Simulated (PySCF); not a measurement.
From one molecule to another.

First species: C5H7F3O.
SMILES: `OC[C@@H]1C[C@@H]1C(F)(F)F`

Second species: C7H8.
Numbering: `[CH3:1][C@:2]12[CH:3]=[CH:4][C@H:5]1[CH:6]=[CH:7]2` (hydrogens: H8, H9, H10 on C1; H11 on C3; H12 on C4; H13 on C5; H14 on C6; H15 on C7)

Levels: CAM-B3LYP/def2-SVPD for dipole moment, HOMO energy, LUMO energy, HOMO–LUMO gap, static isotropic polarisability and electronic spatial extent ⟨r²⟩ about the centre of nuclear charge; TDDFT CAM-B3LYP/def2-SVPD for lowest singlet excitation; TDA CAM-B3LYP/def2-SVPD for lowest triplet excitation (Tamm–Dancoff); GFN2-xTB for rotational constant A and rotational constant C. Geometries: GFN2-xTB. All species are isolated and taken at one optimised geometry, non-relativistic unless stated. Electronic properties by PySCF.

Dipoles, sizes and rotational constants follow the conformer. The torsions of the flexible species, by atom-mapped SMILES:
- `[OH:1][CH2:2][C@@H:3]1[CH2:4][C@@H:5]1[C:6]([F:7])([F:8])[F:9]`: O1–C2–C3–C4 160°, C4–C5–C6–F7 -131°, H–O1–C2–C3 -68°

Values for the first species:

- Dipole moment: 2.52 D
- HOMO energy: -9.61 eV
- LUMO energy: 1.23 eV
- HOMO–LUMO gap: 10.84 eV
- Lowest singlet excitation: 7.57 eV
- Lowest triplet excitation (Tamm–Dancoff): 7.23 eV
- Static isotropic polarisability: 64.0 au
- Electronic spatial extent ⟨r²⟩ about the centre of nuclear charge: 1131 bohr²
- Rotational constant A: 2.437 GHz
- Rotational constant C: 1.063 GHz

Problem. Estimate the same properties for the second species, and the change in each.

Solution. 
```tsv
property	first	second	second less first
dipole moment	2.52 D	0.08 D	-2.44 D
HOMO energy	-9.61 eV	-8.18 eV	+1.43 eV
LUMO energy	1.23 eV	0.68 eV	-0.55 eV
HOMO–LUMO gap	10.84 eV	8.86 eV	-1.98 eV
lowest singlet excitation	7.57 eV	5.49 eV	-2.08 eV
lowest triplet excitation (Tamm–Dancoff)	7.23 eV	3.83 eV	-3.40 eV
static isotropic polarisability	64.0 au	72.5 au	+8.5 au
electronic spatial extent ⟨r²⟩ about the centre of nuclear charge	1131 bohr²	606 bohr²	-525 bohr²
rotational constant A	2.437 GHz	4.033 GHz	+1.596 GHz
rotational constant C	1.063 GHz	2.484 GHz	+1.421 GHz
```

On the first: The vertical singlet–triplet gap S1 − T1 is 0.34 eV (TDDFT singlet less Tamm–Dancoff triplet; S1: HOMO→LUMO+1, weight 0.49, beside HOMO→LUMO, weight 0.26; T1: HOMO→LUMO+1, weight 0.50). S1 lies 3.27 eV below the HOMO–LUMO gap; its leading configuration is HOMO→LUMO+1, weight 0.49, beside HOMO→LUMO, weight 0.26.

On the second: In wavenumbers S1 is 44300 cm⁻¹ (1 eV = 8065.54 cm⁻¹). No computed singlet falls in the visible range (750 to 380 nm, 1.65 to 3.26 eV); S1 lies 2.23 eV above its blue end.
